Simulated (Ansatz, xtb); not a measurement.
## Relative energy of two structures of AlFH4Si2

Structure a is a singlet given by its coordinates and structure b is a singlet given by its coordinates. Both are isolated molecules in the gas phase, relaxed with BLYP-D3(BJ)/def2-SVP.

a (Å):

```
atom    x (Å)    y (Å)    z (Å)
  Al  -2.0239  -1.1043   1.7260
   F  -3.2685  -1.8480   0.8643
  Si  -1.9340   1.2917   1.5311
  Si  -2.5323   1.8141  -0.5151
   H  -1.1012  -2.0567   2.6011
   H  -0.6932   2.0339   1.9501
   H  -3.6719   1.0936  -1.1663
   H  -2.2422   3.1121  -1.2100
```

Close contacts (Å): Al1–F2 1.69, Al1–Si3 2.41, Si3–Si4 2.19, Al1–H5 1.59, Si3–H6 1.51, Si4–H7 1.50, Si4–H8 1.50.

b (Å):

```yaml
atoms:
  - { symbol: Al, position_ang: [-0.9171, 0.2781, 1.6056] }
  - { symbol: F, position_ang: [-1.2406, 0.6291, 3.2149] }
  - { symbol: Si, position_ang: [-0.9493, 0.9221, -0.7257] }
  - { symbol: Si, position_ang: [-0.0758, -1.2407, -0.0784] }
  - { symbol: H, position_ang: [1.1782, -1.8985, -0.5931] }
  - { symbol: H, position_ang: [-1.2264, -2.2124, -0.2209] }
  - { symbol: H, position_ang: [-1.8667, 1.2142, -1.8847] }
  - { symbol: H, position_ang: [0.2461, 1.8454, -0.8093] }
```

Close contacts (Å): Al1–F2 1.68, Al1–Si3 2.42, Al1–Si4 2.42, Si3–Si4 2.42, Si3–H7 1.51, Si3–H8 1.51, Si4–H5 1.51, Si4–H6 1.51.

Question: Estimate E(b) − E(a) at the level CCSD(T)/def2-SVP + ΔMP2/def2-TZVPP.

Answer: Too close to call at this level: CCSD(T)/def2-SVP + ΔMP2/def2-TZVPP gives E(b) − E(a) = −2.87 kJ/mol.

The same difference at several levels:

```csv
level,geometry,E(b) − E(a) (kJ/mol),departure from the last row (kJ/mol),"job, with rough time for the two"
BLYP-D3(BJ)/def2-SVP,BLYP-D3(BJ)/def2-SVP,+2.38,+5.26,"optimisation, 2.1 min"
HF/def2-SVP,BLYP-D3(BJ)/def2-SVP,−5.35,−2.48,part of the CCSD(T) run
MP2/def2-SVP,BLYP-D3(BJ)/def2-SVP,−3.62,−0.75,part of the CCSD(T) run
CCSD(T)/def2-SVP,BLYP-D3(BJ)/def2-SVP,+2.05,+4.92,single point
CCSD(T)/def2-SVP + ΔMP2/def2-TZVPP,BLYP-D3(BJ)/def2-SVP,−2.87,,"single point, 59 s"
```

The largest departure from CCSD(T)/def2-SVP + ΔMP2/def2-TZVPP is that of BLYP-D3(BJ)/def2-SVP, 5.26 kJ/mol. Levels run at GFN2-xTB geometries aren't shown. The last row adds to CCSD(T) the change of the MP2 difference between the two basis sets, here −4.92 kJ/mol.

With harmonic frequencies from BLYP-D3(BJ)/def2-SVP (ideal gas, rigid rotor, one conformer each, 298.15 K, 1 atm): on the last row, ΔE + ΔZPE = −0.99 kJ/mol. A mode under 50 cm⁻¹ makes harmonic enthalpies and free energies unreliable, so none is given.

The correlated steps freeze 16 core orbitals. Codes used: Ansatz 0.2.0; the last row on 1 thread of Intel(R) Xeon(R) Processor @ 2.50GHz (Skylake/Cascade Lake) on a shared host.
